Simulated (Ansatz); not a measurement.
**Ligand exchange: AgBr + CHBrCl2 → AgCl + CHBr2Cl**

Species: AgBr, singlet; CHBrCl2 (bromodichloromethane) `ClC(Cl)Br`, singlet; AgCl (silver chloride), singlet; CHBr2Cl `ClC(Br)Br`, singlet. The partners trade Br for Cl: Ag–Br and C–Cl bonds give way to Ag–Cl and C–Br.

Shapes, held fixed at every level: PBE0-D4/def2-TZVP. Programs: Ansatz 0.2.0. The zero-point and thermal change to 298 K, harmonic and unscaled (PBE0-D4/def2-TZVP), is -0.8 kJ/mol.

Task: Estimate ΔH(298 K) of this reaction.

Result: The highest level, CCSD(T)/def2-TZVPP, gives ΔH(298 K) = +25.4 kJ/mol; the levels span +25.4 to +36.0. The column of differences is taken from that level and isn't an error. No measured value is set beside it here. For atoms past krypton def2 sets carry core potentials with scalar relativity. Relativity is left out for Br. Outer-core shells of Ag, Br are correlated, in sets that cover them unevenly. CCSD(T)/def2-TZVPP lies outside the range of all other levels here, so it shouldn't be taken on trust.

```csv
level,kind,ΔH(298 K) (kJ/mol),less CCSD(T)/def2-TZVPP
HF/def2-SVP,Hartree–Fock,+33.9,+8.5
HF/def2-TZVPP,Hartree–Fock,+36.0,+10.6
r2SCAN-D4/def2-TZVPP,meta-GGA,+28.4,+3.0
BHLYP-D4/def2-TZVPP,global hybrid,+30.5,+5.1
r2SCAN0-D4/def2-TZVPP,global hybrid,+31.2,+5.8
wB97M-V/def2-TZVPP,range-separated hybrid,+28.9,+3.5
CCSD(T)/def2-TZVPP,coupled cluster or CI,+25.4,0.0
```
